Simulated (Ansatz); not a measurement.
Reaction (isomerisation): `S[CH]1[NH][GeH2]1` → `C[S][Ge][NH2]`

Program: Ansatz. Geometries: PBE0-D4/def2-TZVP. ΔE: electronic, gas phase. CCSD(T)/CBS is the MP2 limit (def2-TZVPP, def2-QZVPP) plus CCSD(T) − MP2 in def2-TZVPP, frozen cores. DFT in def2-TZVPP. B3LYP here is the variant with VWN-RPA as its local correlation; programs differ in this. For Ge outer-core shells are correlated without core-valence functions, which leaves a few kJ/mol of doubt a bond. Scalar relativity is left out up to krypton. Each species was taken in one conformer, which may not be the lowest.

`S[CH]1[NH][GeH2]1`:

Cartesian coordinates in Å:
```
S 2.120 0.761 -0.008
C 0.359 0.640 0.284
N -0.520 0.457 -0.863
Ge -0.740 -0.943 0.366
H 2.203 -0.272 -0.861
H 0.098 1.415 1.006
H -1.235 1.169 -0.951
H -0.278 -2.284 -0.195
H -2.007 -0.944 1.221
```

`C[S][Ge][NH2]`:

Cartesian coordinates in Å:
```
C -0.489 -1.920 0.373
S 0.630 -0.496 0.467
Ge -0.583 1.037 -0.615
N 0.626 2.387 -0.455
H -0.740 -2.248 1.381
H 0.005 -2.733 -0.157
H -1.410 -1.661 -0.154
H 0.437 3.298 -0.840
H 1.524 2.336 0.000
```

| level | ΔE (kJ/mol) | difference from CCSD(T)/CBS |
| --- | --- | --- |
| PBE-D4 | -277.6 | -0.2 |
| B3LYP-D4 | -298.4 | -21.0 |
| ωB97X-V | -273.6 | 3.8 |
| ωB97M-V | -286.5 | -9.1 |
| B2PLYP | -287.5 | -10.1 |
| r2SCAN | -276.9 | 0.5 |
| PBE0 | -277.8 | -0.4 |
| B3LYP | -298.3 | -20.9 |
| HF/def2-TZVPP | -305.9 | -28.5 |
| SCS-MP2/def2-TZVPP | -269.4 | 8.0 |
| CCSD/def2-TZVPP | -272.2 | 5.2 |
| CCSD(T)/def2-TZVPP | -267.4 | 10.0 |
| HF/def2-QZVPP | -305.2 | -27.8 |
| SCS-MP2/def2-QZVPP | -274.2 | 3.2 |
| HF/CBS(def2) | -305.1 | -27.7 |
| CCSD/CBS(def2) | -282.3 | -4.9 |
| CCSD(T)/CBS | -277.4 | 0 |

Largest T1 diagnostic among the species: 0.014.

In def2-TZVPP, CCSD(T) changes the Hartree–Fock value by +38.5 kJ/mol (the triples alone add +4.8 kJ/mol) and MP2 by +41.0 kJ/mol.
